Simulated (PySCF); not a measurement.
Stepwise substitution at one centre (Al NH2-H). All species are isolated molecules in the gas phase. Strings in code marks are SMILES.

The four lowest singlet excitations (Tamm–Dancoff). Calculation: PySCF 2.14.0 with PBE-D3(BJ)/def2-TZVP // r2SCAN-D4/def2-TZVP. Excitations are Tamm–Dancoff values on a coarser integration grid. The basis has no diffuse functions, so Rydberg states are missing or too high.

```tsv
state	energy (eV)	wavelength (nm)	oscillator strength
S1	5.72	217	0.102
S2	5.77	215	0.000
S3	6.18	201	0.064
S4	6.86	181	0.005
```

Problem. Which member gives these states?
A) `[NH2][AlH2]`
B) `[NH2][Al]([NH2])[NH2]`
C) `[NH2][AlH][NH2]`

Solution. A, `[NH2][AlH2]`
